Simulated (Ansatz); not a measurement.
Ansatz (a program for electronic structure) input (B3LYP-D3(BJ)/def2-TZVP):

Ansatz 0.2 input:
```yaml
crystal:
  periodic: [false, false, false]
  atoms:
    - {symbol: C, position_ang: [1.29036720, 0.71214494, -0.64709537]}
    - {symbol: Si, position_ang: [-0.18859790, 0.17208249, 0.36642860]}
    - {symbol: O, position_ang: [-0.66448476, -1.43742434, -0.51417012]}
    - {symbol: O, position_ang: [-1.60932770, 0.85980389, 0.14194686]}
    - {symbol: O, position_ang: [-0.04465781, -0.38302977, 1.85225194]}
    - {symbol: H, position_ang: [1.00680904, 1.02381949, -1.64913817]}
    - {symbol: H, position_ang: [1.79216359, 1.56031230, -0.18764057]}
    - {symbol: H, position_ang: [2.03175024, -0.07729074, -0.74610097]}
    - {symbol: H, position_ang: [-0.98699139, -1.34686734, -1.42252958]}
    - {symbol: H, position_ang: [-1.96944174, 1.62642471, 0.58283063]}
    - {symbol: H, position_ang: [0.73976136, -0.65497395, 2.32457271]}
    - {symbol: H, position_ang: [-1.26316781, -2.00408700, -0.00326189]}
basis:
  gaussian:
    orbitals: def2-TZVP
hamiltonian:
  xc: b3lyp
  dispersion: d3bj
total_charge: 1
relax: {f_tol: 0.002, max_steps: 150}
```

End of the output:

```
relax step  20: F+E_penalty+E_count = -15171.44563279 eV  Δ(F+E_penalty+E_count) = -2.373e-6 eV  max|allowed force component| = 4.838e-3 eV/Å  Δτ_max = 0.0012 Å  (32 SCF iters, accepted)
these checks for a lower state are left out or cut short: starts, cluster_reference, orbital_swaps, neighbouring_geometries, increment
integrals: 0.12 GiB planned
1202 factors; their error is unknown
mean field: 1.07 GiB planned
mean field -15171.05349622 eV, -557.5259326768 hartree, gradient 1.7e-5 eV, S^2 0.000000; 0 other end points of the search recorded, 0 dependent functions left out
the calculation of the forces begins
reference -15171.05374121 eV, -557.5259416799 hartree; 25, 25 occupied and 178, 178 virtual orbitals, 1202 factors
relax step  21: F+E_penalty+E_count = -15171.44563384 eV  Δ(F+E_penalty+E_count) = -1.043e-6 eV  max|allowed force component| = 1.560e-3 eV/Å  Δτ_max = 0.0004 Å  (32 SCF iters, accepted)
integrals: 0.12 GiB planned
1202 factors; their error is unknown
mean field: 1.07 GiB planned
mean field evaluation 160: about -15171.0289 eV, gradient 1.2e-4 eV
mean field -15171.05349622 eV, -557.5259326768 hartree, gradient 1.7e-5 eV, S^2 0.000000; 1 other end points of the search recorded, 0 dependent functions left out
the calculation of the forces begins
reference -15171.05374121 eV, -557.5259416799 hartree; 25, 25 occupied and 178, 178 virtual orbitals, 1202 factors
Total energy: -15171.44587882 eV, -557.5403524714 hartree
Atom 0 at     1.342351     0.678773    -0.630125 Å, force    -0.000037    -0.000152     0.000097 eV/Å
Atom 1 at    -0.157328     0.184178     0.277688 Å, force    -0.000059     0.001560    -0.000007 eV/Å
Atom 2 at    -0.777075    -1.336922    -0.578872 Å, force     0.000077    -0.000996     0.000357 eV/Å
Atom 3 at    -1.389327     1.182759     0.050525 Å, force    -0.000798     0.000201     0.000757 eV/Å
Atom 4 at    -0.049848    -0.539308     1.711847 Å, force    -0.000345    -0.001107     0.000712 eV/Å
Atom 5 at     1.093649     0.965960    -1.653538 Å, force    -0.000171     0.000035    -0.000292 eV/Å
Atom 6 at     1.795576     1.548088    -0.147943 Å, force     0.000147     0.000091     0.000099 eV/Å
Atom 7 at     2.078692    -0.125218    -0.656737 Å, force     0.000434    -0.000238    -0.000048 eV/Å
Atom 8 at    -1.477928    -1.288209    -1.249727 Å, force     0.000001    -0.000091    -0.000200 eV/Å
Atom 9 at    -2.117261     1.323361     0.664756 Å, force     0.000882    -0.000293    -0.000534 eV/Å
Atom 10 at     0.630788    -0.383410     2.373355 Å, force    -0.000015     0.000549    -0.000597 eV/Å
Atom 11 at    -0.838106    -2.159136    -0.063134 Å, force    -0.000118     0.000440    -0.000344 eV/Å
Dipole moment:    -0.208181    -0.585644    -0.062905 e Å
```

It need not be the lowest isomer of its formula.
